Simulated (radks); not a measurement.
Valence configurations of Ru+ (all share [Kr]). Calculated with a radial shooting solver on a logarithmic mesh with Libxc functionals: scalar-relativistic Kohn-Sham, PBE, spin-polarised, spherical densities, point nucleus; open shells are filled with parallel spins first (spin-orbit coupling, left out, can overturn this in heavy ions). Energies are relative to 4d7; eigenvalues in eV for spin up.

valence          E (eV)  moment (Bohr magnetons)    e(4d)   e(5p)    e(5s)
4d7               0.000                        3  -13.354       -        -
4d6 5s1           0.666                        5  -16.527       -  -12.513
4d5.5 5s1.5       2.299                        5  -18.191       -  -13.085
4d6.5 5s0.5       0.280                        4  -14.914       -  -11.723
4d5.5 5s0.5 5p1   6.493                        6  -19.372  -8.667  -14.025
4d6 5p1           5.723                        5  -17.726  -8.170        -
4d6.5 5p0.5       2.668                        4  -15.528  -7.316        -
4d5 5s2           4.169                        5  -19.909       -  -13.649

NIST lists [Kr] 4d7 as the ground configuration; this level of theory agrees among the configurations tried. The energies are those of spherical high-spin densities, not of single terms.
